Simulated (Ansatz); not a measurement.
This geometry of AlBrClH3 (6 atoms, charge 0, multiplicity 1) is a first-order saddle point.

Theory: RKS PBE/def2-SVP in Ansatz 0.2.0.

```xyz
6
Properties=species:S:1:pos:R:3
Al 0.013 -0.224 0.052
Cl 0.007 0.192 2.315
H 1.429 0.108 -0.585
H -1.425 0.022 -0.576
Br 0.092 -2.657 0.840
H 0.061 -1.469 1.971
```

(1) Which two structures does it join? (They come from a converged band through this point; their orientation in space is the band's.)

(2) How far does it lie above each of them?

Answers

(1) Bonds broken: Br5–H6. Bonds formed: Cl2–H6.

Image 0:

```xyz
6
Properties=species:S:1:pos:R:3
Al 0.009 -0.070 0.100
Cl 0.003 0.386 2.255
H 1.423 0.100 -0.609
H -1.418 0.007 -0.596
Br 0.096 -2.705 0.866
H 0.065 -1.747 2.001
```

Image 6:

```xyz
6
Properties=species:S:1:pos:R:3
Al 0.019 -0.430 -0.092
Cl 0.010 0.124 2.403
H 1.421 0.145 -0.573
H -1.420 0.055 -0.563
Br 0.094 -2.697 0.606
H 0.053 -1.224 2.236
```

(2) 0.020 eV above the first and 0.048 eV above the second. This is the barrier of this one path; another mechanism may lie lower. The orbitals stay closed-shell, which can raise the energy where a bond breaks towards radicals; this wasn't checked here.

Run time: 65 s on 1 thread of Arm Neoverse V2 (shared host), peak memory 0.12 GiB.
